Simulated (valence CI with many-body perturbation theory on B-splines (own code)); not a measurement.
**Ladder of approximations for Sc XIV**

Calculated by valence CI with perturbative core correlation (CI+MBPT): six valence electrons over a frozen Dirac-Fock core [He], radial functions for each j: 9 s, 9 p, 8 d, 6 f, 3 g, 1 h, with the one-electron correlation potential Σ1 (screened to all orders), the two-electron term Σ2, the three-electron term Σ3, Breit, model QED; selected single and double excitations, second order for the rest, scaled by the run's own slope (own B-spline code, finite nucleus).

No measured levels were compared; by estimate levels of excited configurations hold to 0.05 to 0.15 % of their energy, terms of the ground configuration to about 0.5 %. Among the levels kept, up to 3000 cm⁻¹ of a level comes from second order outside the variational space, and about a tenth of that is noise between levels of different J, which matters for small intervals.

Each rung adds one term. CI alone is the Dirac-Coulomb CI over the frozen core; QED comes last and gives the full result, which names the levels. Energies are above 2s²2p⁴ ³P_2 on the same rung, in eV.

Names give the largest LS component (configuration and term), which can be under half, so a name can repeat, a term be missing and a line seem to break the LS rules; names also repeat where a configuration has a term twice. Letters in brackets count levels of one name in rising energy.

```
            Level  CI alone    + Σ1    + Σ2    + Σ3  + Breit    Full
      2s²2p⁴ ³P_1      3.90    3.91    3.91    3.91     3.86    3.87
      2s²2p⁴ ³P_0      4.39    4.40    4.41    4.41     4.37    4.38
      2s²2p⁴ ¹D_2     12.27   12.27   12.30   12.28    12.15   12.16
      2s²2p⁴ ¹S_0     24.31   24.32   24.43   24.39    24.35   24.35
      2s2p⁵ ³P°_2     82.91   82.78   82.61   82.54    82.59   82.42
      2s2p⁵ ³P°_1     86.08   85.96   85.79   85.72    85.68   85.51
      2s2p⁵ ³P°_0     87.97   87.85   87.69   87.62    87.55   87.39
      2s2p⁵ ¹P°_1    114.09  113.97  113.64  113.46   113.46  113.29
         2p⁶ ¹S_0    193.08  192.83  192.33  192.09   192.20  191.86
   2s²2p³3s ⁵S°_2    472.05  472.26  472.27  472.21   471.92  471.97
   2s²2p³3s ³S°_1    477.17  477.39  477.36  477.30   477.01  477.07
   2s²2p³3s ³D°_1    487.22  487.43  487.48  487.38   487.18  487.24
   2s²2p³3s ³D°_2    487.36  487.57  487.63  487.53   487.29  487.35
   2s²2p³3s ³D°_3    488.53  488.75  488.80  488.70   488.25  488.31
   2s²2p³3s ¹D°_2    490.58  490.79  490.82  490.72   490.33  490.39
    2s²2p³3p ⁵P_1    493.52  493.71  493.68  493.62   493.38  493.40
    2s²2p³3p ⁵P_2    493.81  494.00  493.97  493.91   493.65  493.66
    2s²2p³3p ⁵P_3    494.58  494.77  494.74  494.68   494.37  494.38
   2s²2p³3s ³P°_0    496.22  496.43  496.53  496.42   496.16  496.22
   2s²2p³3s ³P°_1    496.69  496.90  496.99  496.88   496.59  496.65
   2s²2p³3s ³P°_2    498.42  498.64  498.72  498.61   498.19  498.26
2s²2p³3p ³P_1 [a]    498.51  498.70  498.69  498.62   498.35  498.37
2s²2p³3p ³P_2 [a]    499.06  499.25  499.23  499.16   498.86  498.88
2s²2p³3p ³P_0 [a]    499.30  499.49  499.47  499.41   499.12  499.14
   2s²2p³3s ¹P°_1    500.26  500.48  500.55  500.44   500.06  500.12
2s²2p³3p ³D_1 [a]    506.17  506.36  506.38  506.28   506.13  506.14
2s²2p³3p ³D_2 [a]    507.92  508.11  508.14  508.03   507.76  507.78
2s²2p³3p ³D_3 [a]    509.05  509.24  509.27  509.17   508.76  508.77
2s²2p³3p ¹P_1 [a]    509.19  509.39  509.41  509.31   508.96  508.97
    2s²2p³3p ³F_2    509.30  509.49  509.51  509.41   509.22  509.24
    2s²2p³3p ³F_3    510.24  510.43  510.45  510.35   510.09  510.11
```

Problem. How does the ionisation energy move along the ladder, and which term matters most?

Solution. CI alone 832.55, + Σ1 832.79, + Σ2 832.77, + Σ3 832.71, + Breit 832.35, + QED 832.37 eV. The largest step is Breit, -0.36 eV. NIST lists 833.2 ± 1.4 eV (semi-empirical).
